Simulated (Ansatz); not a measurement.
Species: C$_{2}$H$_{8}$NSi (charge 0, doublet). It need not be the lowest isomer of its formula. SMILES: C[Si](C)N
Coordinates optimised at B3LYP-D3(BJ)/def2-TZVP (Ansatz, a first-principles code):
```xyz
12

C      1.1411    -1.2385     0.5663
Si     0.0289    -0.0867    -0.4296
C     -1.7596    -0.1876     0.1590
N      0.5738     1.5364    -0.1224
H      0.8529    -2.2804     0.4151
H      1.0625    -1.0086     1.6335
H      2.1875    -1.1381     0.2716
H     -2.1661    -1.1865    -0.0087
H     -2.3963     0.5227    -0.3719
H     -1.8172     0.0347     1.2292
H      1.5546     1.7567    -0.2166
H      0.0121     2.3156    -0.4331
```
Charge 0, spin multiplicity 2.

Computed values are from Ansatz. Cores are frozen in the correlated levels unless marked. UHF or UKS for open shells. Spin-orbit coupling is left out. No relativistic terms. Basis-set limits of correlation are two-point, X^-3; Hartree-Fock from the larger set.

```yaml
atomisation energy De: 4314.3 kJ/mol at CCSD(T)/CBS(cc-pV(T+d)Z,cc-pV(Q+d)Z)
total_energy: -424.6913 Eh at CCSD(T)/CBS(cc-pV(T+d)Z,cc-pV(Q+d)Z)
dipole_moment: 0.76 D at CCSD(T)/aug-cc-pV(D+d)Z
T1 diagnostic: 0.012 at CCSD/cc-pV(Q+d)Z
```
